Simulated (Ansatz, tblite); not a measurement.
Adding an electron: the cluster Cu₃⁺ (the lowest singlet isomer of a short search). The state is a singlet with charge 1. Geometry: PBE0-D4/def2-TZVP. Ansatz, gas phase; energy differences of separate SCF runs; the reduced species was run as a doublet alone.

```xyz
3

Cu   -0.859    1.007    0.409
Cu    0.702   -0.737    0.940
Cu    0.158   -0.270   -1.350
```

The xTB rows come from tblite. The structure comes from a short search, and lower isomers may exist.

| level | −HOMO (eV) | −LUMO (eV) | vertical EA (eV) | HOMO–LUMO gap (eV) |
| --- | --- | --- | --- | --- |
| r2SCAN-D4/def2-TZVP | 10.66 | 8.01 | 5.89 | 2.65 |
| PBE0-D4/def2-TZVP | 12.07 | 7.26 | 5.60 | 4.82 |

Question: Estimate the rows for GFN1-xTB, GFN2-xTB.

Answer: 
| level | −HOMO (eV) | −LUMO (eV) | vertical EA (eV) | HOMO–LUMO gap (eV) |
| --- | --- | --- | --- | --- |
| GFN1-xTB | 16.69 | 15.17 | 12.46 | 1.53 |
| GFN2-xTB | 15.47 | 8.88 | 6.82 | 6.59 |

Run but left out: PBE-D4/def2-TZVP (neutral doublet: an occupied level 0.04 eV above an empty one).  Raw xTB energy differences between charge states are shifted by several eV; the methods need an empirical correction for them.
